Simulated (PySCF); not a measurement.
## Pm⁵⁸⁺: ionisation energy

Pm⁵⁸⁺ [He] 2s1 [2s1/2^1, M_J = 1/2] → Pm⁵⁹⁺ 1s2, as a difference of total energies. All numbers are calculated (PySCF 2.14, the two-component X2C-1e Hamiltonian, in an even-tempered Gaussian basis (17 s from 40 bohr⁻², ratio 2.4; 12 p from 51 bohr⁻², ratio 2.4; 5 d from 160 bohr⁻², ratio 2.6; 4 f from 240 bohr⁻², ratio 2.6)). Correlated levels: nothing frozen; the 26 highest virtual spinors dropped. "Screened" scales the spin-orbit matrix elements by Boettger's factors to mimic the two-electron term; Breit and QED terms are absent.

```tsv
method	ionisation energy (eV)
GHF (screened spin-orbit)	12810.4
GMP2 (screened spin-orbit)	12810.7
```

For this ion Breit and QED terms and the two-electron picture change, all absent here, outweigh the correlation shift from GHF to GMP2.

For comparison: 12797.26 ± 0.07 eV (theoretical estimate listed by NIST; NIST Atomic Spectra Database, ionization energies).
